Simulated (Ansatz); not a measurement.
Species, as SMILES: B=[N] (BH-N), doublet.
Atoms: B1, N2, H3. Bonds: B1-N2, B1-H3.

Basis-set convergence of the highest harmonic wavenumber at PBE0 with Ansatz (a quantum-chemistry and plane-wave program). Each level at its own minimum, finite differences of forces, unscaled; the reference is a large set that could be run, not a limit. Cartesian d functions, on some or all atoms, in 6-31+G*; all else is spherical. The program fits the integrals of some runs and decomposes those of others, by size. Open shells are unrestricted. No added dispersion term, no relativity. Reference: the value in def2-QZVPPD, 2854 cm⁻¹. Deviations are taken from unrounded values.

```tsv
basis	functions
6-31+G*	40
6-311+G**	50
aug-cc-pVDZ	55
aug-pcseg-1	55
6-311++G(2d,2p)	64
jun-cc-pV(T+d)Z	92
6-311++G(3df,3pd)	96
aug-cc-pVTZ	115
aug-pcseg-2	115
```

Which is the smallest set listed that can be trusted to 20 cm⁻¹ here, that is, within that of the reference together with its larger relatives (same family, alike in diffuse functions; a set with none to test it counts only in the reference's own line)?

The smallest set listed that lies within 20 cm⁻¹ of the reference with all its larger relatives (same family, alike in diffuse functions; a set with none counts only in the reference's own line) is 6-311+G** (50 functions, 9 cm⁻¹ off). Inside, with no larger relative to test it: aug-pcseg-2. Value minus reference: 6-31+G* 37, 6-311+G** 9, aug-cc-pVDZ 9, aug-pcseg-1 27, 6-311++G(2d,2p) 5, jun-cc-pV(T+d)Z -3, 6-311++G(3df,3pd) 4, aug-cc-pVTZ 1, aug-pcseg-2 3 cm⁻¹.
